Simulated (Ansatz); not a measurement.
Al oxide hydroxide: LDA (SPW92)/def2-TZVP single points in Ansatz on relaxed structures, gas phase. Each cluster is the lowest isomer that a short search found in that spin, judged at the geometry's level, and lower ones may exist. Binding counts from free atoms in the multiplicity of their measured ground term, without zero-point energy. The structures are stationary points that may keep the symmetry of their start.

Task: Estimate the order by HOMO (eV), lowest first.
A. AlO2H (singlet)
B. Al2O6H6 (with an O–O bond) (singlet)
C. AlO3H3 (singlet)

Result: C (-7.51), B (-6.51), A (-6.35).

In full:

| species | atoms | state | geometry | HOMO (eV) | LUMO (eV) | gap (eV) | binding per atom (eV) | point group (within 0.1 Å) |
| --- | --- | --- | --- | --- | --- | --- | --- | --- |
| AlO2H | 4 | singlet | PBE-D4/def2-TZVP | -6.35 | -3.50 | 2.86 | 4.38 | Cs |
| AlO3H3 | 7 | singlet | PBE0-D4/def2-TZVP | -7.51 | -1.51 | 6.00 | 4.71 | C3h |
| Al2O6H6 (with an O–O bond) | 14 | singlet | r2SCAN-D4/def2-SVP | -6.51 | -1.96 | 4.55 | 4.58 | – |

The gap (eV) runs from 2.86 (AlO2H) to 6.00 (AlO3H3). The binding per atom (eV) runs from 4.38 (AlO2H) to 4.71 (AlO3H3).
